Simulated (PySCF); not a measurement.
# YB: frontier orbitals

B97-3 at R = 2.218 Å; basis Y def2-TZVPP with ECP28, B def2-TZVPP; scalar-relativistic core potentials; PySCF 2.14. State: ⁵Σ⁻ (quintet), unpaired electrons σ ↑↑, π ↑↑. Only the outer orbitals are listed, counted within each symmetry, core potentials removing the inner ones.

```csv
spin,orbital,occ.,ε (eV),on Y (%),main shells (%)
α,3σ,1,-30.32,97,97 Y p
α,1π,1,-30.31,100,100 Y p
α,1π,1,-30.31,100,100 Y p
α,4σ,1,-10.69,23,"77 B s, 9 Y d, 9 Y s"
α,5σ,1,-5.01,43,"48 B p, 29 Y s, 9 Y d"
α,2π,1,-4.89,46,"53 B p, 41 Y d"
α,2π,1,-4.89,46,"53 B p, 41 Y d"
α,6σ,1,-4.44,88,"50 Y s, 34 Y d, 9 B p"
α,1δ,0,-1.40,100,100 Y d
α,1δ,0,-1.40,100,100 Y d
α,3π,0,-1.35,95,"70 Y p, 25 Y d"
β,1π,1,-29.72,100,100 Y p
β,1π,1,-29.72,100,100 Y p
β,3σ,1,-29.09,96,96 Y p
β,4σ,1,-7.99,6,91 B s
β,5σ,0,-4.03,87,"35 Y p, 28 Y s, 23 Y d"
β,2π,0,-2.34,97,"83 Y p, 13 Y d"
β,2π,0,-2.34,97,"83 Y p, 13 Y d"
```

Problem. Which are the highest filled and the lowest empty level, where do they sit, and how wide is the gap?

Solution. Highest filled α 6σ at -4.44 eV (in %: 50 Y s, 34 Y d, 9 B p); lowest empty β 5σ at -4.03 eV (in %: 35 Y p, 28 Y s, 23 Y d); the gap at B97-3 is 0.41 eV.

The bond order (Mayer) is 1.73, the ⟨S²⟩ is 6.005 and the charge on Y (Mulliken, basis-dependent) is 0.57. The charge on Y (Löwdin, basis-dependent) is 0.19 and the dipole moment (positive dipole means Y(−)B(+)) is -4.97 D.

Spin–orbit coupling is left out. The state is the lowest single determinant that the PBE0 search found; with open d or f shells the true ground state can be another one.
